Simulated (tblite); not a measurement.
C6H12P2.
Z-matrix (Å and degrees, GFN2-xTB geometry), rows numbered from 1:
```
C 
P   1  1.8607
P   2  2.1728  1   97.91
C   2  1.8182  1   98.46  3  -100.74
C   4  1.3284  2  128.37  1   114.51
C   5  1.4980  4  112.33  2   176.46
C   6  1.5383  5  103.51  4   -12.50
C   4  1.5078  2  120.12  1   -70.33
H   1  1.0886  2  111.10  3    53.04
H   1  1.0883  2  108.98  3   174.13
H   1  1.0892  2  108.68  3   -67.64
H   3  1.3928  2   92.85  1   175.28
H   3  1.3938  2   91.89  1    83.22
H   5  1.0793  4  125.92  2    -5.61
H   6  1.0940  5  109.96  4   106.84
H   6  1.0909  5  112.00  4  -133.69
H   7  1.0903  6  109.63  5   -99.49
H   7  1.0885  6  112.13  5   140.56
H   8  1.0910  4  111.64  2   -43.44
H   8  1.0934  4  109.87  2    75.86
```

Calculated harmonic vibrations of the isolated species, GFN2-xTB (tblite), most abundant isotopes, no scaling. The method is semi-empirical: single wavenumbers can be off by several per cent or more. Modes of hydrogen on phosphorus can be 10 to 20 % off. One conformer, not necessarily the lowest.

Harmonic wavenumbers (cm⁻¹): 29.9, 86.3, 119.9, 134.4, 165.1, 176.4, 200.7, 256.1, 264.8, 396.1, 464.7, 506.7, 637.1, 699.2, 742.2, 758.8, 772.6, 810.1, 839.3, 879.0, 887.7, 907.5, 973.9, 1008.1, 1036.5, 1078.2, 1107.1, 1112.4, 1124.8, 1187.2, 1194.0, 1215.7, 1282.8, 1292.1, 1308.6, 1317.8, 1441.9, 1451.2, 1467.7, 1474.7, 1496.3, 1666.9, 2254.4, 2318.3, 2937.3, 2942.0, 2979.2, 2983.1, 2994.9, 2997.9, 3003.6, 3012.6, 3013.4, 3076.0.

A = 2533, B = 915.6, C = 741.4 MHz; mass 146.041 u (most abundant isotopes); point group C1, symmetry number 1.

Task: What is the zero-point energy?

Result: Half the sum of the wavenumbers: 35243 cm⁻¹ = 421.60 kJ/mol.

Task: Give the ideal-gas entropy at 200 K and 1 bar in the rigid-rotor, harmonic-oscillator model (classical rotation).

Result: Translation 162.71, rotation 118.93, vibration 87.58: S = 369.2 J/(mol K).

Task: And Cp and H(200 K) − H(0)?

Result: Cp = 122.37 J/(mol K), of which vibrations give 89.12 (their classical limit is 54 R = 449.0); H(200 K) − H(0) = 16.01 kJ/mol without the zero-point energy, 9.36 from vibrations.

Task: What must be added to the electronic energy to get the Gibbs energy at 200 K and 1 bar?

Result: ZPE + [H(200 K) − H(0)] − T·S = 421.60 + 16.01 − 73.85 = 363.76 kJ/mol.

Task: Which modes carry the vibrational entropy at 200 K?

Result: 29.9 cm⁻¹: 21.11; 86.3 cm⁻¹: 12.41; 119.9 cm⁻¹: 9.80; 134.4 cm⁻¹: 8.91; 165.1 cm⁻¹: 7.36; 176.4 cm⁻¹: 6.87 J/(mol K); the other 48 give 21.13 together.

Task: Blend soft modes into free rotors: weight 1/[1 + (100 cm⁻¹/ν̃)⁴] for the oscillator and the rest for a rotor with moment μB/(μ + B), μ = h/(8π²ν), B = 10⁻⁴⁴ kg m². What vibrational entropy results?

Result: 81.19 J/(mol K) in place of 87.58, which changes −T·S at 200 K by +1.28 kJ/mol.

Hindered rotation and anharmonicity are outside this model. Other conformers, if any are populated, would add a mixing term that is left out. The structure is chiral; the term R ln 2 for an equal mix with its mirror image is left out.
